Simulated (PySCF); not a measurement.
C₄H₆ClF (SMILES CC/C(Cl)=C\F), singlet, geometry from GFN2-xTB; DF-CAMB3LYP/pcseg-1 (PySCF).

PySCF was given this input:
```python
from pyscf import gto, scf, dft

mol = gto.Mole()
mol.atom = '''
    C    -2.220442   -0.213990   -0.007759
    C    -0.906611   -0.940763   -0.296904
    C     0.272565   -0.073782    0.005068
    Cl    0.526179    0.314917    1.668445
    C     1.117431    0.431194   -0.882601
    F     0.984626    0.171797   -2.195162
    H    -2.267413    0.084781    1.036371
    H    -3.060889   -0.868980   -0.220534
    H    -2.306030    0.674789   -0.628150
    H    -0.850300   -1.843482    0.315552
    H    -0.863086   -1.228131   -1.348459
    H     1.963380    1.065315   -0.668709
'''
mol.basis = 'pcseg-1'
mol.charge = 0
mol.spin = 0
mol.verbose = 4
mol.max_memory = 1800
mol.build()

mf = dft.RKS(mol)
mf.xc = 'camb3lyp'
mf = mf.density_fit(auxbasis='def2-universal-jkfit')
mf.kernel()
```

**Question.** What does PySCF print? Leave out banner, timings and long lists.

**Answer.** 
```
PySCF version 2.14.0

[INPUT] verbose = 4
[INPUT] num. atoms = 12
[INPUT] num. electrons = 56
[INPUT] charge = 0
[INPUT] spin (= nelec alpha-beta = 2S) = 0
[INPUT] symmetry False subgroup None
[INPUT] Mole.unit = angstrom
[INPUT] Symbol           X                Y                Z      unit          X                Y                Z       unit  Magmom
[INPUT]  1 C     -2.220442000000  -0.213990000000  -0.007759000000 AA   -4.196027255481  -0.404382493396  -0.014662385001 Bohr   0.0
[INPUT]  2 C     -0.906611000000  -0.940763000000  -0.296904000000 AA   -1.713246491518  -1.777784418124  -0.561067245288 Bohr   0.0
[INPUT]  3 C      0.272565000000  -0.073782000000   0.005068000000 AA    0.515073201142  -0.139427772923   0.009577131999 Bohr   0.0
[INPUT]  4 Cl     0.526179000000   0.314917000000   1.668445000000 AA    0.994334202498   0.595106881970   3.152904103900 Bohr   0.0
[INPUT]  5 C      1.117431000000   0.431194000000  -0.882601000000 AA    2.111638553099   0.814838566556  -1.667874167267 Bohr   0.0
[INPUT]  6 F      0.984626000000   0.171797000000  -2.195162000000 AA    1.860673475126   0.324649279022  -4.148254979052 Bohr   0.0
[INPUT]  7 H     -2.267413000000   0.084781000000   1.036371000000 AA   -4.284789581278   0.160212870567   1.958457353442 Bohr   0.0
[INPUT]  8 H     -3.060889000000  -0.868980000000  -0.220534000000 AA   -5.784241907694  -1.642134207725  -0.416748861155 Bohr   0.0
[INPUT]  9 H     -2.306030000000   0.674789000000  -0.628150000000 AA   -4.357765135031   1.275166401869  -1.187031465146 Bohr   0.0
[INPUT] 10 H     -0.850300000000  -1.843482000000   0.315552000000 AA   -1.606834123718  -3.483676095565   0.596306858059 Bohr   0.0
[INPUT] 11 H     -0.863086000000  -1.228131000000  -1.348459000000 AA   -1.630996161946  -2.320831235088  -2.548218200205 Bohr   0.0
[INPUT] 12 H      1.963380000000   1.065315000000  -0.668709000000 AA    3.710250478449   2.013153586391  -1.263676867032 Bohr   0.0

nuclear repulsion = 287.07035535446
number of shells = 30
number of NR pGTOs = 211
number of NR cGTOs = 118
basis = pcseg-1
ecp = {}

******** <class 'pyscf.df.df_jk.DFRKS'> ********
method = DFRKS
initial guess = minao
damping factor = 0
level_shift factor = 0
DIIS = <class 'pyscf.scf.diis.CDIIS'>
diis_start_cycle = 1
diis_space = 8
diis_damp = 0
SCF conv_tol = 1e-09
SCF conv_tol_grad = None
SCF max_cycles = 50
direct_scf = False
XC library pyscf.dft.libxc version 7.1.2
    S. Lehtola, C. Steigemann, M. J. T. Oliveira, and M. A. L. Marques,  SoftwareX 7, 1–5 (2018)
XC functionals = camb3lyp
    T. Yanai, D. P. Tew, and N. C. Handy,  Chem. Phys. Lett. 393, 51 (2004)
radial grids:
    Treutler-Ahlrichs [JCP 102, 346 (1995); DOI:10.1063/1.469408] (M4) radial grids

becke partition: Becke, JCP 88, 2547 (1988); DOI:10.1063/1.454033
pruning grids: <function nwchem_prune>
grids dens level: 3
symmetrized grids: False
atomic radii adjust function: <function treutler_atomic_radii_adjust>
small_rho_cutoff = 0
Set gradient conv threshold to 3.16228e-05
Initial guess from minao.
tot grids = 148464
******** <class 'pyscf.df.df.DF'> ********
auxbasis = def2-universal-jkfit
Create RSH-DF object <pyscf.df.df.DF object> for omega=0.33
******** <class 'pyscf.df.df.DF'> ********
auxbasis = auxmol.basis = def2-universal-jkfit
init E= -716.667570725988
  HOMO = -0.253867824632701  LUMO = -0.00813907768119826  gap/eV = 6.68662
cycle= 1 E= -715.841440067886  delta_E= 0.826  |g|= 0.454  |ddm|=  3.4
  HOMO = -0.32321981323851  LUMO = 0.0092604927188269  gap/eV = 9.04725
cycle= 2 E= -715.837108792663  delta_E= 0.00433  |g|= 0.522  |ddm|= 0.858
  HOMO = -0.31056139154133  LUMO = 0.045333731192017  gap/eV = 9.68440
cycle= 3 E= -715.88605428377  delta_E= -0.0489  |g|= 0.0581  |ddm|= 0.471
  HOMO = -0.311783342758275  LUMO = 0.0460496486590718  gap/eV = 9.73713
cycle= 4 E= -715.886557077125  delta_E= -0.000503  |g|= 0.0252  |ddm|= 0.0708
  HOMO = -0.31309856266547  LUMO = 0.0447092906677464  gap/eV = 9.73645
cycle= 5 E= -715.886701312186  delta_E= -0.000144  |g|= 0.0064  |ddm|= 0.0328
  HOMO = -0.312764399702075  LUMO = 0.0450240368704815  gap/eV = 9.73592
cycle= 6 E= -715.886711057579  delta_E= -9.75e-06  |g|= 0.00228  |ddm|= 0.00861
  HOMO = -0.312656743890906  LUMO = 0.0451681108046738  gap/eV = 9.73691
cycle= 7 E= -715.886712287856  delta_E= -1.23e-06  |g|= 0.000443  |ddm|= 0.00296
  HOMO = -0.312710779746967  LUMO = 0.0451224502599619  gap/eV = 9.73714
cycle= 8 E= -715.886712354648  delta_E= -6.68e-08  |g|= 9.13e-05  |ddm|= 0.000909
  HOMO = -0.312696920419406  LUMO = 0.0451376627108169  gap/eV = 9.73717
cycle= 9 E= -715.886712357801  delta_E= -3.15e-09  |g|= 2.04e-05  |ddm|= 0.000233
  HOMO = -0.312699076579495  LUMO = 0.0451356838077857  gap/eV = 9.73718
cycle= 10 E= -715.886712357936  delta_E= -1.36e-10  |g|= 1.08e-05  |ddm|= 4.35e-05
  HOMO = -0.31269776667369  LUMO = 0.0451377670755884  gap/eV = 9.73720
Extra cycle  E= -715.886712357947  delta_E= -1.09e-11  |g|= 9.46e-06  |ddm|= 2.6e-05
converged SCF energy = -715.886712357947
```
